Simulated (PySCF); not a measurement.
**`CO[SiH2][SiH3]`: 4 charge schemes on one density**

Species: CH₈OSi₂.
Z-matrix (Å and degrees, GFN2-xTB geometry), rows numbered from 1:
```
C 
O   1  1.3926
Si  2  1.6268  1  128.07
Si  3  2.2916  2  100.91  1   179.99
H   1  1.0908  2  108.27  3   179.87
H   1  1.0928  2  110.81  3    60.18
H   1  1.0928  2  110.79  3   -60.40
H   3  1.4748  2  109.61  1    56.43
H   3  1.4748  2  109.61  1   -56.46
H   4  1.4666  3  115.07  2    61.65
H   4  1.4671  3  108.34  2  -179.99
H   4  1.4666  3  115.05  2   -61.69
```

Density: PBE0/pcSseg-1 (PySCF); schemes: Mulliken, IAO, Hirshfeld and ESP-fitted. Geometry: GFN2-xTB, one conformer, isolated molecule.

Task: Tabulate the Mulliken, IAO, Hirshfeld and ESP-fitted charges.

Result: In e:

```tsv
atom	environment	Mulliken	IAO	Hirshfeld	ESP-fitted
C1	methoxy carbon	-0.002	-0.196	-0.032	-0.202
O2	silyl ether oxygen	-0.645	-0.644	-0.231	-0.331
Si3	oxygen-bound silicon	+0.593	+0.730	+0.313	+0.502
Si4	SiH3 silicon	+0.145	+0.278	+0.215	+0.057
H5	methyl hydrogen	+0.119	+0.154	+0.050	+0.122
H6	methyl hydrogen	+0.098	+0.129	+0.041	+0.109
H7	methyl hydrogen	+0.098	+0.129	+0.041	+0.110
H8	Si–H hydrogen	-0.109	-0.145	-0.088	-0.120
H9	Si–H hydrogen	-0.109	-0.145	-0.088	-0.121
H10	Si–H hydrogen	-0.055	-0.090	-0.069	-0.033
H11	Si–H hydrogen	-0.078	-0.110	-0.084	-0.060
H12	Si–H hydrogen	-0.055	-0.090	-0.069	-0.033
```

Mean size of the charges over all atoms: IAO 0.237 e, Mulliken 0.175 e, ESP-fitted 0.150 e, Hirshfeld 0.110 e. Each set sums to the total charge, 0, to within 0.001 e. The Mulliken scheme gives each basis function's population to the atom it is centred on and halves the overlap population of two atoms between them.

Lowest charge. All schemes agree: Mulliken O2 (-0.645); IAO O2 (-0.644); Hirshfeld O2 (-0.231); ESP-fitted O2 (-0.331).

Highest charge. All schemes agree: Mulliken Si3 (+0.593); IAO Si3 (+0.730); Hirshfeld Si3 (+0.313); ESP-fitted Si3 (+0.502).

Task: How closely do the schemes follow one another over all atoms?

Result: Correlation coefficient and root-mean-square difference: Mulliken with IAO 0.97, 0.083 e; IAO with ESP-fitted 0.97, 0.132 e; IAO with Hirshfeld 0.96, 0.185 e; Mulliken with ESP-fitted 0.92, 0.114 e; Mulliken with Hirshfeld 0.92, 0.150 e; Hirshfeld with ESP-fitted 0.89, 0.100 e.

Task: How many electrons does the ESP-fitted scheme count on Si4?

Result: Z − q = 14 − (+0.057) = 13.943.
